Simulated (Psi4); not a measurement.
Here is a job for Psi4.
```
memory 2 GB

molecule {
0 1
Si   -0.28890628    0.94648061    0.77145085
H     0.38260808    2.12232723    0.12965429
Si    0.20732861   -0.80767768   -0.59742707
H     0.99631510   -0.86130348   -1.84096251
H    -1.09168725   -1.38838644   -0.98924045
H     0.85485143   -1.81587820    0.26421584
}

set {
  basis sto-3g
}

energy('scf')
print_variables()
```

Q: Give the nuclear repulsion energy at the level HF/STO-3G in Psi4 1.11.

A: 76.0989 Eh

Q: What is the computed total energy (HF/STO-3G)?

A: -573.4450 Eh

Q: Estimate the number of basis functions that HF/STO-3G returns for this input.

A: 22

Q: Estimate the dipole moment that HF/STO-3G returns for this input.

A: 1.19 D
